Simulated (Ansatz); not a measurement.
Harmonic frequencies (cm⁻¹) at PBE0-D4/def2-TZVP from Ansatz: 51, 126, 168, 293, 403, 536, 582, 642, 725, 780, 900, 906, 931, 1165, 1381, 1780, 2182, 2244, 2591, 2682, 2816.

Each molecule was computed in one conformer, which needn't be the lowest.

(1) Which molecule is it?
A. `O=CB[SiH3]`
B. `B[N]1[CH2][AlH]1`
C. `B[SiH2]C=O`
D. `O[SiH]1BC1`

Answers

(1) C.
